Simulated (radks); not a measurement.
Values are calculated unless marked as measured or tabulated.
All-electron atom: Cu4+ in [Ar] 3d(3/2: 4, 5/2: 3). Level of theory: Dirac Kohn-Sham, relativistic LDA (MacDonald-Vosko exchange, VWN5 correlation), spin-unpolarised, spherical densities, finite nucleus; Fermi nuclear charge, rms radius 3.8823 fm (a radial shooting solver on a logarithmic mesh with Libxc functionals).

Unscreened Slater integrals over Kohn-Sham orbitals (eV). Large and small components are both included.

| integral | value |
|---|---|
| F0(3d5/2,3d5/2) | 31.030 |
| F2(3d5/2,3d5/2) | 14.627 |
| F4(3d5/2,3d5/2) | 9.1531 |
| F0(3d5/2,3d3/2) | 31.101 |
| F2(3d5/2,3d3/2) | 14.658 |
| G2(3d5/2,3d3/2) | 14.641 |
| G4(3d5/2,3d3/2) | 9.1617 |
| F0(3d5/2,3p3/2) | 32.169 |
| F2(3d5/2,3p3/2) | 15.362 |
| G1(3d5/2,3p3/2) | 18.848 |
| G3(3d5/2,3p3/2) | 11.547 |
| F0(3d5/2,3p1/2) | 32.373 |
| G3(3d5/2,3p1/2) | 11.627 |
| F0(3d3/2,3d3/2) | 31.172 |
| F2(3d3/2,3d3/2) | 14.689 |
| F0(3d3/2,3p3/2) | 32.244 |
| F2(3d3/2,3p3/2) | 15.391 |
| G1(3d3/2,3p3/2) | 18.867 |
| G3(3d3/2,3p3/2) | 11.560 |
| F0(3d3/2,3p1/2) | 32.449 |
| G1(3d3/2,3p1/2) | 19.043 |
| F0(3p3/2,3p3/2) | 33.656 |
| F2(3p3/2,3p3/2) | 16.838 |
| F0(3p3/2,3p1/2) | 33.874 |
| G2(3p3/2,3p1/2) | 16.925 |
| F0(3p1/2,3p1/2) | 34.097 |
